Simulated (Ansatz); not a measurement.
`BN([SiH2][SiH3])[SiH2]Cl` + `O[SiH](F)[SeH]` → `F[SiH]([SeH])O[SiH3]` + `BN([SiH3])[SiH2]Cl`  (cleavage of the Si–Si bond)

Gas-phase electronic energies from Ansatz, PBE0-D4/def2-TZVP geometries. CCSD(T)/CBS adds triple-zeta CCSD(T) − MP2 to the extrapolated MP2 energy (def2 sets, frozen cores). DFT in def2-TZVPP. B3LYP here is the variant with VWN-RPA as its local correlation; programs differ in this. For Se outer-core shells are correlated without core-valence functions, which leaves a few kJ/mol of doubt a bond. Scalar relativity is left out up to krypton. One conformer a species, not always the lowest.

Question: Is it downhill or uphill in electronic energy at CCSD(T)/CBS, and by how much? (An estimate is asked.)

Answer: The calculation gave: Downhill: ΔE = -101.4 kJ/mol.

Question: What do these levels give: r2SCAN-D4, B3LYP-D4, PBE, SCS-MP2/def2-TZVPP, CCSD(T)/def2-TZVPP, HF/def2-QZVPP? (Estimate.)

Answer: Computed: r2SCAN-D4 -92.0, B3LYP-D4 -98.8, PBE -72.8, SCS-MP2/def2-TZVPP -113.5, CCSD(T)/def2-TZVPP -100.6, HF/def2-QZVPP -134.7 kJ/mol.

Largest T1 diagnostic among the species: 0.012.

From PBE to PBE0 (25 % exact exchange), in def2-TZVPP and without D4, ΔE moves by −9.6 kJ/mol. In def2-TZVPP, CCSD(T) changes the Hartree–Fock value by +31.0 kJ/mol (the triples alone add +4.4 kJ/mol) and MP2 by +24.0 kJ/mol.
